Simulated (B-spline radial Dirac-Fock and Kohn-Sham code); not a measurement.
Spin-orbit splitting of the 3p hole in neutral atoms, Ce to Hg. Model: relaxed Dirac-Fock hole states (ΔSCF) with Breit and QED corrections and a finite nucleus. Program: a radial B-spline solver.

```
 Z  element  3p1/2 (eV)  3p3/2 (eV)  splitting (eV)
58       Ce      1285.9      1197.5           88.39
59       Pr      1342.1      1245.9           96.19
60       Nd      1409.3      1304.8           104.5
61       Pm      1478.0      1364.7           113.3
62       Sm      1548.4      1425.6           122.8
63       Eu      1620.4      1487.6           132.8
64       Gd      1703.8      1560.3           143.4
65       Tb      1769.9      1615.0           154.8
66       Dy      1847.3      1680.5           166.9
67       Ho      1926.7      1747.1           179.7
68       Er      2008.1      1814.9           193.2
69       Tm      2091.4      1883.8           207.6
70       Yb      2176.9      1954.1           222.8
71       Lu      2274.4      2035.5           238.9
72       Hf      2375.0      2119.1           255.9
73       Ta      2478.6      2204.7           273.9
74        W      2585.2      2292.4           292.8
75       Re      2695.0      2382.1           312.9
76       Os      2807.8      2473.8           334.1
77       Ir      2923.9      2567.4           356.4
78       Pt      3039.3      2659.2           380.0
79       Au      3161.6      2756.7           404.9
80       Hg      3291.4      2860.2           431.2
```

Question: How does the splitting scale with Z?

Answer: A power law fitted over this range goes as Z^4.92. A fit of the fourth root gives (Z − 12.8)⁴, with a largest misfit of 1.2 %.

Values without a named source are computed, but for edge energies of neutral atoms, which are taken from tables.
